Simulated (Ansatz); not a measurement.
The inner images of a band of CH₅B₂O (9 atoms, charge 1, multiplicity 1) are given out of order.

Method: RKS B3LYP/STO-3G in Ansatz 0.2.0.

Image 0:

```xyz
9
Properties=species:S:1:pos:R:3
B -0.814 1.199 -1.130
B 0.014 0.163 -0.159
C 0.774 -1.115 0.289
O 0.417 0.036 1.267
H -0.244 2.095 -1.644
H -1.965 1.042 -1.331
H 0.234 -2.065 0.487
H 1.880 -1.204 0.235
H -0.295 -0.151 1.985
```

Image 6:

```xyz
9
Properties=species:S:1:pos:R:3
B -0.814 1.199 -1.129
B 0.013 0.162 -0.159
C 0.773 -1.116 0.290
O 0.419 0.037 1.267
H -1.967 1.044 -1.328
H -0.244 2.093 -1.647
H 0.232 -2.065 0.488
H 1.879 -1.206 0.234
H -0.292 -0.149 1.985
```

Task: Put them in order from the first end to the last, with their energies above the first end.
A.
```xyz
9
Properties=species:S:1:pos:R:3
B -0.812 1.202 -1.152
B 0.006 0.136 -0.182
C 0.696 -1.178 0.299
O 0.513 0.069 1.195
H -0.367 2.276 -1.342
H -1.830 0.892 -1.656
H 0.069 -2.043 0.606
H 1.777 -1.400 0.184
H -0.053 0.046 2.049
```
B.
```xyz
9
Properties=species:S:1:pos:R:3
B -0.791 1.174 -1.178
B -0.023 0.065 -0.217
C 0.320 -1.269 0.491
O 1.043 0.065 0.834
H -1.464 2.017 -0.703
H -0.666 1.115 -2.348
H -0.298 -1.693 1.309
H 1.080 -1.964 0.072
H 0.799 0.488 1.740
```
C.
```xyz
9
Properties=species:S:1:pos:R:3
B -0.803 1.198 -1.181
B -0.007 0.066 -0.216
C 0.407 -1.280 0.432
O 0.930 0.096 0.940
H -1.175 2.212 -0.716
H -0.982 0.960 -2.318
H -0.248 -1.828 1.140
H 1.286 -1.858 0.071
H 0.592 0.434 1.850
```
D.
```xyz
9
Properties=species:S:1:pos:R:3
B -0.818 1.211 -1.173
B 0.005 0.101 -0.207
C 0.611 -1.239 0.325
O 0.615 0.090 1.114
H -0.592 2.358 -1.048
H -1.611 0.838 -1.956
H -0.065 -2.007 0.761
H 1.652 -1.579 0.146
H 0.202 0.227 2.040
```
E.
```xyz
9
Properties=species:S:1:pos:R:3
B -0.817 1.215 -1.185
B 0.007 0.082 -0.213
C 0.509 -1.274 0.370
O 0.767 0.102 1.035
H -0.887 2.334 -0.834
H -1.308 0.856 -2.190
H -0.181 -1.933 0.939
H 1.485 -1.736 0.111
H 0.423 0.355 1.966
```

Result: A (+8.8 kJ/mol), D (+26.7 kJ/mol), E (+36.2 kJ/mol), C (+26.3 kJ/mol), B (+8.1 kJ/mol).

Run time: 74 s on 1 thread of AMD EPYC (Zen 3), on a shared host, peak memory 0.094 GiB.
